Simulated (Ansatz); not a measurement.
The cluster Ga2H3, relaxed as a doublet with UKS r2SCAN-D4/def2-TZVP in Ansatz, starting from the GFN1-xTB geometry. Force threshold 0.02 eV/Å.

The relaxation made no stability test and no search for a lower SCF solution. The structure comes from a short search, and lower isomers may exist.

Start:

```tsv
atom	x (Å)	y (Å)	z (Å)
Ga1	-0.195	1.042	-1.024
Ga2	0.305	-0.658	0.715
H3	0.845	-2.043	-0.016
H4	0.205	2.727	-1.049
H5	-1.160	-1.068	1.374
```

```tsv
step	energy (eV)	largest force component (eV/Å)	SCF passes
1	-104802.2034	1.731	18
2	-104802.7100	0.689	25
3	-104802.8489	0.191	25
4	-104802.8589	0.075	22
5 (rejected)	-104802.8494	0.183	24
6	-104802.8619	0.075	21
7 (rejected)	-104802.8600	0.082	22
8	-104802.8633	0.022	22
9 (rejected)	-104802.8603	0.081	21
10	-104802.8639	0.012	22
```

Force components are those of the run's own axes.

End:

```xyz
5

Ga   -0.0970    1.1675   -0.7999
Ga    0.0129   -0.8162    0.4851
H     0.9942   -1.9286    0.0008
H     0.2250    2.6522   -1.1947
H    -1.1351   -1.0749    1.5088
```

By distances, no bond broke or formed. The bond that changes most is Ga1–H4, from 1.73 to 1.57 Å (atoms count from 1). The end is the same structure that another start reached, the lowest one found.

No frequencies were taken in this run, so the end may be a saddle point.

Hardware: 4 threads of Arm Neoverse V2 on a shared host. Wall time 15 s.
